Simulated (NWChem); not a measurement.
Program: NWChem. System: Sn, charge 0, spin multiplicity 3. Its SCF solution wasn't tested for a lower state. Level: UHF/def2-TZVPD with def2 effective core potentials on Sn.

The NWChem input:

```
start mol
memory heap 200 mb stack 900 mb global 1100 mb
geometry units angstroms nocenter noautoz
  Sn     0.000000     0.000000     0.000000
  symmetry group D2h
end
basis spherical
  * library def2-tzvpd
end
ecp
  Sn library def2-ecp
end
scf
  uhf
  nopen 2
  maxiter 100
  thresh 1e-7
  semidirect memsize 60000000 filesize 0
  # guess.movecs holds the orbitals of an unrestricted PBE0 run
  vectors input guess.movecs output mol.movecs
end
task scf energy
```

Output (cleaned and shortened):

```
             Northwest Computational Chemistry Package (NWChem) 7.3.0
             --------------------------------------------------------

                                NWChem Input Module
                                -------------------

 Scaling coordinates for geometry "geometry" by  1.889725989
 (inverse scale =  0.529177249)

                             Geometry "geometry" -> ""
                             -------------------------

 Output coordinates in angstroms (scale by  1.889725989 to convert to a.u.)

  No.       Tag          Charge          X              Y              Z
 ---- ---------------- ---------- -------------- -------------- --------------
    1 Sn                  50.0000     0.00000000     0.00000000     0.00000000

 Effective nuclear repulsion energy (a.u.)       0.0000000000

            Nuclear Dipole moment (a.u.)
            ----------------------------
        X                 Y               Z
 ---------------- ---------------- ----------------
     0.0000000000     0.0000000000     0.0000000000

      Symmetry information
      --------------------

 Group name             D2h
 Group number             26
 Group order               8
 No. of unique centers     1

      Symmetry unique atoms

     1


 Summary of "ao basis" -> "" (spherical)
 ------------------------------------------------------------------------------
       Tag                 Description            Shells   Functions and Types
 ---------------- ------------------------------  ------  ---------------------
 *                         def2-tzvpd                 on all atoms

 Summary of "ao basis" -> "ao basis" (spherical)
 ------------------------------------------------------------------------------
       Tag                 Description            Shells   Functions and Types
 ---------------- ------------------------------  ------  ---------------------
 Sn                        def2-tzvpd               18       56   7s5p4d2f

                                 NWChem SCF Module
                                 -----------------

  ao basis        = "ao basis"
  functions       =    56
  atoms           =     1
  alpha electrons =    12
  beta  electrons =    10
  charge          =   0.00
  wavefunction    = UHF
  use symmetry    = T
  symmetry adapt  = T

 Summary of "ao basis" -> "ao basis" (spherical)
 ------------------------------------------------------------------------------
       Tag                 Description            Shells   Functions and Types
 ---------------- ------------------------------  ------  ---------------------
 Sn                        def2-tzvpd               18       56   7s5p4d2f

      Symmetry analysis of basis
      --------------------------

        ag         15
        au          2
        b1g         4
        b1u         9
        b2g         4
        b2u         9
        b3g         4
        b3u         9

 Forming initial guess at       0.0s

   Symmetry analysis of molecular orbitals - initial alpha
   -------------------------------------------------------

  Numbering of irreducible representations:

     1 ag          2 au          3 b1g         4 b1u         5 b2g
     6 b2u         7 b3g         8 b3u

  Orbital symmetries:

     1 ag          2 b3u         3 b1u         4 b2u         5 ag
     6 b2g         7 b1g         8 ag          9 b3g        10 ag
    11 b1u        12 b2u        13 b3u        14 ag         15 ag
    16 b3g        17 b1g        18 b2g        19 ag         20 b1u
    21 b2u        22 b3u

   Symmetry analysis of molecular orbitals - initial beta
   ------------------------------------------------------

  Numbering of irreducible representations:

     1 ag          2 au          3 b1g         4 b1u         5 b2g
     6 b2u         7 b3g         8 b3u

  Orbital symmetries:

     1 ag          2 b3u         3 b1u         4 b2u         5 ag
     6 b2g         7 b1g         8 ag          9 b3g        10 ag
    11 b3u        12 b1u        13 b2u        14 ag         15 ag
    16 b1g        17 b2g        18 ag         19 b3g        20 b3u
    21 b1u        22 b2u

 Starting SCF solution at       0.1s

 ----------------------------------------------
         Quadratically convergent UHF

 Convergence threshold     :          1.000E-07
 Maximum no. of iterations :          100
 Integral*density screening:          1.000E-09
 ----------------------------------------------

              iter       energy          gnorm     gmax       time
             ----- ------------------- --------- --------- --------
                 1     -213.3335780557  2.29D-01  7.00D-02      0.3
                 2     -213.3399388292  1.13D-02  2.87D-03      0.3
                 3     -213.3399621795  2.92D-05  1.17D-05      0.3
                 4     -213.3399621797  9.69D-09  3.92D-09      0.4

       Final UHF  results
       ------------------

         Total SCF energy =   -213.339962179746
      One electron energy =   -376.091415128238
      Two electron energy =    162.751452948492
 Nuclear repulsion energy =      0.000000000000

                       Sz =      1.0000
                 Sz(Sz+1) =      2.0000
                      S^2 =      2.0118

        Time for solution =      0.3s

       Symmetry analysis of molecular orbitals - alpha
       -----------------------------------------------

  Numbering of irreducible representations:

     1 ag          2 au          3 b1g         4 b1u         5 b2g
     6 b2u         7 b3g         8 b3u

  Orbital symmetries:

     1 ag          2 b3u         3 b1u         4 b2u         5 ag
     6 b2g         7 b1g         8 b3g         9 ag         10 ag
    11 b1u        12 b2u        13 b3u        14 ag         15 ag
    16 b3g        17 b2g        18 b1g        19 ag         20 b1u
    21 b2u        22 b3u

       Symmetry analysis of molecular orbitals - beta
       ----------------------------------------------

  Numbering of irreducible representations:

     1 ag          2 au          3 b1g         4 b1u         5 b2g
     6 b2u         7 b3g         8 b3u

  Orbital symmetries:

     1 ag          2 b3u         3 b1u         4 b2u         5 ag
     6 b2g         7 b1g         8 b3g         9 ag         10 ag
    11 b3u        12 b1u        13 b2u        14 ag         15 ag
    16 b2g        17 b1g        18 b3g        19 ag         20 b3u
    21 b1u        22 b2u

          Final alpha eigenvalues
          -----------------------

              1
    1   -5.8596
    2   -4.0481
    3   -4.0443
    4   -4.0443
    5   -1.3153
    6   -1.3124
    7   -1.3124
    8   -1.3040
    9   -1.3040
   10   -0.5739
   11   -0.2669
   12   -0.2669
   13   -0.0159
   14    0.0604
   15    0.1151
   16    0.1151
   17    0.1159
   18    0.1159
   19    0.1166
   20    0.1712
   21    0.1712
   22    0.1858

          Final beta eigenvalues
          ----------------------

              1
    1   -5.8545
    2   -4.0505
    3   -4.0351
    4   -4.0351
    5   -1.3129
    6   -1.3083
    7   -1.3083
    8   -1.2949
    9   -1.2949
   10   -0.4418
   11    0.0056
   12    0.0410
   13    0.0410
   14    0.0707
   15    0.1257
   16    0.1276
   17    0.1276
   18    0.1369
   19    0.1369
   20    0.1944
   21    0.2212
   22    0.2212

                    UHF Final Alpha Molecular Orbital Analysis
                    ------------------------------------------

 Vector   10  Occ=1.000000D+00  E=-5.738717D-01  Symmetry=ag
              MO Center=  4.1D-15, -1.6D-14, -1.7D-14, r^2= 2.0D+00
   Bfn.  Coefficient  Atom+Function         Bfn.  Coefficient  Atom+Function
  ----- ------------  ---------------      ----- ------------  ---------------
     5      0.695569  1 Sn s                  2      0.550336  1 Sn s
     6      0.531464  1 Sn s                  3     -0.423672  1 Sn s
     4     -0.363429  1 Sn s                  1     -0.347326  1 Sn s

 Vector   11  Occ=1.000000D+00  E=-2.668592D-01  Symmetry=b1u
              MO Center=  1.4D-17,  2.0D-16,  1.5D-14, r^2= 3.3D+00
   Bfn.  Coefficient  Atom+Function         Bfn.  Coefficient  Atom+Function
  ----- ------------  ---------------      ----- ------------  ---------------
    19      0.584101  1 Sn pz                13     -0.348438  1 Sn pz
    16      0.289928  1 Sn pz                22      0.290044  1 Sn pz

 Vector   12  Occ=1.000000D+00  E=-2.668592D-01  Symmetry=b2u
              MO Center= -5.4D-21,  1.5D-14,  7.1D-16, r^2= 3.3D+00
   Bfn.  Coefficient  Atom+Function         Bfn.  Coefficient  Atom+Function
  ----- ------------  ---------------      ----- ------------  ---------------
    18      0.584101  1 Sn py                12     -0.348438  1 Sn py
    15      0.289928  1 Sn py                21      0.290044  1 Sn py

 Vector   13  Occ=0.000000D+00  E=-1.593254D-02  Symmetry=b3u
              MO Center= -4.8D-15, -2.9D-15, -2.9D-16, r^2= 4.8D+00
   Bfn.  Coefficient  Atom+Function         Bfn.  Coefficient  Atom+Function
  ----- ------------  ---------------      ----- ------------  ---------------
    20      0.600822  1 Sn px                17      0.335791  1 Sn px
    11     -0.279864  1 Sn px                14      0.229326  1 Sn px

 Vector   14  Occ=0.000000D+00  E= 6.042578D-02  Symmetry=ag
              MO Center= -9.4D-17,  2.0D-17,  3.2D-16, r^2= 1.3D+01
   Bfn.  Coefficient  Atom+Function         Bfn.  Coefficient  Atom+Function
  ----- ------------  ---------------      ----- ------------  ---------------
     7      1.892650  1 Sn s                  6     -1.513027  1 Sn s
     2     -0.191926  1 Sn s                  3      0.175040  1 Sn s

 Vector   15  Occ=0.000000D+00  E= 1.150853D-01  Symmetry=ag
              MO Center=  1.1D-17,  9.8D-18,  1.4D-17, r^2= 1.2D+01
   Bfn.  Coefficient  Atom+Function         Bfn.  Coefficient  Atom+Function
  ----- ------------  ---------------      ----- ------------  ---------------
    40      0.882115  1 Sn d  0              42      0.509289  1 Sn d  2

                     UHF Final Beta Molecular Orbital Analysis
                     -----------------------------------------

 Vector    8  Occ=1.000000D+00  E=-1.294950D+00  Symmetry=b3g
              MO Center= -3.8D-19,  2.0D-18, -1.4D-18, r^2= 3.8D-01
   Bfn.  Coefficient  Atom+Function         Bfn.  Coefficient  Atom+Function
  ----- ------------  ---------------      ----- ------------  ---------------
    24      0.910053  1 Sn d -1              29      0.155712  1 Sn d -1

 Vector    9  Occ=1.000000D+00  E=-1.294950D+00  Symmetry=ag
              MO Center=  6.0D-20,  1.3D-18,  2.2D-18, r^2= 3.8D-01
   Bfn.  Coefficient  Atom+Function         Bfn.  Coefficient  Atom+Function
  ----- ------------  ---------------      ----- ------------  ---------------
    25      0.788129  1 Sn d  0              27      0.455027  1 Sn d  2

 Vector   10  Occ=1.000000D+00  E=-4.417939D-01  Symmetry=ag
              MO Center= -5.3D-18, -1.6D-18,  9.0D-31, r^2= 1.9D+00
   Bfn.  Coefficient  Atom+Function         Bfn.  Coefficient  Atom+Function
  ----- ------------  ---------------      ----- ------------  ---------------
     5      0.749013  1 Sn s                  2      0.580741  1 Sn s
     6      0.469539  1 Sn s                  3     -0.462280  1 Sn s
     1     -0.366552  1 Sn s                  4     -0.348425  1 Sn s

 Vector   11  Occ=0.000000D+00  E= 5.639730D-03  Symmetry=b3u
              MO Center=  1.3D-17, -1.4D-16,  2.4D-16, r^2= 5.2D+00
   Bfn.  Coefficient  Atom+Function         Bfn.  Coefficient  Atom+Function
  ----- ------------  ---------------      ----- ------------  ---------------
    20      0.672340  1 Sn px                11     -0.269548  1 Sn px
    17      0.256819  1 Sn px                14      0.237306  1 Sn px

 Vector   12  Occ=0.000000D+00  E= 4.101672D-02  Symmetry=b1u
              MO Center= -1.3D-18, -1.2D-18, -8.7D-17, r^2= 5.9D+00
   Bfn.  Coefficient  Atom+Function         Bfn.  Coefficient  Atom+Function
  ----- ------------  ---------------      ----- ------------  ---------------
    22      0.803532  1 Sn pz                13     -0.246325  1 Sn pz
    16      0.242607  1 Sn pz

 Vector   13  Occ=0.000000D+00  E= 4.101672D-02  Symmetry=b2u
              MO Center=  6.3D-16,  4.7D-16, -1.4D-15, r^2= 5.9D+00
   Bfn.  Coefficient  Atom+Function         Bfn.  Coefficient  Atom+Function
  ----- ------------  ---------------      ----- ------------  ---------------
    21      0.803532  1 Sn py                12     -0.246325  1 Sn py
    15      0.242607  1 Sn py

 center of mass
 --------------
 x =   0.00000000 y =   0.00000000 z =   0.00000000

 moments of inertia (a.u.)
 ------------------
           0.000000000000           0.000000000000           0.000000000000
           0.000000000000           0.000000000000           0.000000000000
           0.000000000000           0.000000000000           0.000000000000

  Mulliken analysis of the total density
  --------------------------------------

    Atom       Charge   Shell Charges
 -----------   ------   -------------------------------------------------------
    1 Sn  22    22.00   0.29 -0.78  1.54  0.94  1.10  0.89  0.01 -0.40  6.36  0.45  1.12  0.48  8.94  1.03  0.03 -0.00  0.00  0.00

  Mulliken analysis of the alpha density
  --------------------------------------

    Atom       Charge   Shell Charges
 -----------   ------   -------------------------------------------------------
    1 Sn  22    12.00   0.14 -0.39  0.77  0.47  0.53  0.47  0.00 -0.20  3.19  0.42  1.12  0.48  4.45  0.53  0.02 -0.00  0.00  0.00

   Mulliken analysis of the beta density
   -------------------------------------

    Atom       Charge   Shell Charges
 -----------   ------   -------------------------------------------------------
    1 Sn  22    10.00   0.14 -0.39  0.77  0.47  0.57  0.41  0.01 -0.19  3.17  0.03 -0.00  0.00  4.50  0.50  0.01 -0.00  0.00  0.00

   Mulliken analysis of the spin density
   -------------------------------------

    Atom       Charge   Shell Charges
 -----------   ------   -------------------------------------------------------
    1 Sn  22     2.00  -0.00  0.00 -0.00 -0.00 -0.04  0.06 -0.01 -0.01  0.02  0.40  1.12  0.48 -0.05  0.04  0.01 -0.00  0.00 -0.00

       Multipole analysis of the density wrt the origin
       ------------------------------------------------

     L   x y z        total         alpha         beta         nuclear
     -   - - -        -----         -----         ----         -------
     0   0 0 0     -0.000000    -12.000000    -10.000000     22.000000

     1   1 0 0     -0.000000     -0.000000     -0.000000      0.000000
     1   0 1 0      0.000000      0.000000      0.000000      0.000000
     1   0 0 1      0.000000      0.000000      0.000000      0.000000

     2   2 0 0    -16.387606    -10.381615     -6.005991      0.000000
     2   1 1 0     -0.000000     -0.000000      0.000000      0.000000
     2   1 0 1     -0.000000     -0.000000      0.000000      0.000000
     2   0 2 0    -21.248751    -15.604575     -5.644175      0.000000
     2   0 1 1      0.000000      0.000000     -0.000000      0.000000
     2   0 0 2    -21.248751    -15.604575     -5.644175      0.000000

 Task  times  cpu:        0.4s     wall:        0.4s

 Total times  cpu:        0.4s     wall:        0.4s
```
